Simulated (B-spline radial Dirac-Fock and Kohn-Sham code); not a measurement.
Model: Dirac-Fock energy differences between relaxed states, corrected for Breit and QED terms. Program: an atomic code on a B-spline grid. Free neutral atoms.

Q: Order these X-ray lines by photon energy, lowest first.
A. Er Lα2
B. Cs Lβ6
C. Ti Kβ1
D. Lu Lα2
E. Sm Lγ1
F. Er Lℓ

A: B (4772.0 eV), C (4931.3 eV), F (6134.4 eV), A (6905.7 eV), E (7173.8 eV), D (7604.1 eV).

Values without a named source are computed, but for edge energies of neutral atoms, which are taken from tables.
